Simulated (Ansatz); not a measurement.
Two members of one family (Series Ta(S)X3), computed with Ansatz in the gas phase; def2 core potentials for Ta, no spin–orbit coupling. The two geometries come from different levels. Binding counts from free atoms in the multiplicity of their measured ground term, without zero-point energy. A dash marks a value that wasn't run or was left out as unsound. The structures are stationary points that may keep the symmetry of their start. Remarks come from the PBE and PBE0 runs and from stability tests at other levels; not every state was tested. HOMO above LUMO (over both spins in singlets and doublets, within one spin in higher multiplets; at PBE or PBE0), or a gap under 0.15 eV within one spin, warns that the state may not be the lowest or that an electron is smeared out.

First: TaSCl3 (singlet, charge 0, r2SCAN-D4/def2-SVP geometry).

```xyz
5

Ta    0.0032    0.0093    0.0048
S    -0.6117   -1.8457   -0.8964
Cl   -1.5640    0.5778    1.5732
Cl    0.1206    1.5858   -1.6520
Cl    2.0519   -0.3273    0.9703
```

```csv
level,HOMO (eV),LUMO (eV),gap (eV),vertical IE (eV),vertical triplet (eV),binding per atom (eV)
LDA (SPW92)/def2-TZVP,-7.30,-3.93,3.37,–,–,4.81
PBE-D4/def2-TZVP,-7.14,-3.71,3.43,9.92,3.43,4.30
r2SCAN-D4/def2-TZVP,-7.45,-3.67,3.79,10.06,3.35,4.22
PBE0-D4/def2-SVP,-8.40,-2.99,5.40,–,–,4.09
PBE0-D4/def2-TZVP,-8.32,-3.00,5.32,10.13,3.22,4.13
```

Metal–donor distances: 1 × S 2.15 Å, 3 × Cl 2.29 Å. Remarks: gap within one spin near zero at PBE or PBE0 (+1 doublet).

Second: TaSF3 (singlet, charge 0, PBE0-D4/def2-SVP geometry).

```csv
atom,x (Å),y (Å),z (Å)
Ta1,-0.0745,0.0506,0.0232
S2,1.6451,-1.1151,-0.5233
F3,-1.2710,-0.0104,-1.4073
F4,0.5090,1.7926,0.3491
F5,-0.8085,-0.7177,1.5583
```

**Question.** Estimate the same table for the second.

**Answer.** 
```
                level  HOMO (eV)  LUMO (eV)  gap (eV)  vertical IE (eV)  vertical triplet (eV)  binding per atom (eV)
LDA (SPW92)/def2-TZVP      -7.35      -3.24      4.11                 –                      –                   5.93
     PBE-D4/def2-TZVP      -7.14      -2.97      4.17             10.46                   4.08                   5.27
  r2SCAN-D4/def2-TZVP      -7.45      -2.89      4.56             10.53                   3.97                   5.12
     PBE0-D4/def2-SVP      -8.42      -2.25      6.17                 –                      –                   4.98
    PBE0-D4/def2-TZVP      -8.38      -2.21      6.17             10.59                   3.79                   4.97
```

Metal–donor distances: 1 × S 2.15 Å, 3 × F 1.87 Å.
